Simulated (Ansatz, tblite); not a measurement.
Forces on GeF2Cl2 (GeCl₂F₂) at its PBE-D4/def2-SVP geometry. Total charge 0; singlet.

The xTB rows come from tblite.

GFN1-xTB (tblite), largest force 0.86 eV/Å:

```xyz
5
positions Å, forces eV/Å
Ge   -0.042    0.017   -0.033    0.147   -0.059    0.116
F     0.057    1.129   -1.357   -0.049   -0.480    0.570
F    -1.701   -0.471    0.061    0.714    0.214   -0.046
Cl    0.511    1.007    1.769   -0.281   -0.344   -0.736
Cl    1.176   -1.682   -0.440   -0.532    0.669    0.096
```

GFN2-xTB (tblite), largest force 1.23 eV/Å:

```
Ge 0.919 -0.368 0.725
F -0.175 0.051 -0.115
F -0.146 0.077 -0.138
Cl -0.229 -0.163 -0.468
Cl -0.369 0.402 -0.004
```

PBE0-D4/def2-TZVP (Ansatz), largest force 0.89 eV/Å:

```
Ge -0.238 0.095 -0.187
F -0.045 -0.571 0.681
F 0.854 0.247 -0.044
Cl -0.185 -0.292 -0.558
Cl -0.385 0.520 0.108
```
